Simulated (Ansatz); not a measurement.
`S[Si]Br` + `CNC` → `CN(C)[Si]Br` + H₂S at 600 K and 1 bar (ligand exchange at the Si–S bond).

Isolated molecules relaxed with PBE0-D4/def2-TZVP in Ansatz; ΔE leaves out vibrations. CCSD(T)/CBS adds triple-zeta CCSD(T) − MP2 to the extrapolated MP2 energy (def2 sets, frozen cores). This one scheme is used for every species. For Br outer-core shells are correlated without core-valence functions, which leaves a few kJ/mol of doubt a bond. Scalar relativity is left out up to krypton. One conformer a species, not always the lowest.

| species | CCSD(T)/CBS energy (Eh) | H − E (kJ/mol) | S (J/(mol·K)) |
| --- | --- | --- | --- |
| `S[Si]Br` | -3260.81547 | 63.7 | 351.9 |
| `CNC` | -135.00321 | 284.6 | 333.5 |
| `CN(C)[Si]Br` | -2996.85389 | 281.0 | 441.8 |
| H₂S | -398.97279 | 60.8 | 230.9 |

H − E and S are ideal-gas, rigid-rotor, harmonic terms from PBE0-D4/def2-TZVP, for one conformer and one mirror image of each species. 1 Eh = 2625.50 kJ/mol, R = 8.31446 J/(mol·K).

**Question.** By hand: ΔE, ΔH, ΔS and ΔG.

**Answer.** ΔE = (-2996.85389) + (-398.97279) − (-3260.81547) − (-135.00321) = -0.00800 Eh = -21.0 kJ/mol. Δ(H − E) = 281.0 + 60.8 − 63.7 − 284.6 = -6.5, so ΔH = -27.5 kJ/mol. ΔS = 441.8 + 230.9 − 351.9 − 333.5 = -12.7 J/(mol·K). ΔG = -27.5 − 600 × (-12.7)/1000 = -19.9 kJ/mol.

**Question.** By hand: the equilibrium constant, and the temperature at which ΔG would vanish if ΔH and ΔS stayed fixed.

**Answer.** log₁₀ K = −ΔG/(RT ln 10) = 1.7. ΔG = 0 at ΔH/ΔS = 2165 K, though so small a ΔS makes that figure unsure.

The number of gas molecules stays the same, so ΔS is small and ΔH decides. A doubt of 5 kJ/mol in ΔE shifts log₁₀ K by 0.4 here. Other conformers and mirror images would add mixing entropy, several J/(mol·K) or more a flexible species. These are equilibria of isolated gas molecules and say nothing of rates. Largest T1 diagnostic: 0.012 (customary marks: 0.02 for closed shells, 0.045 for open ones).
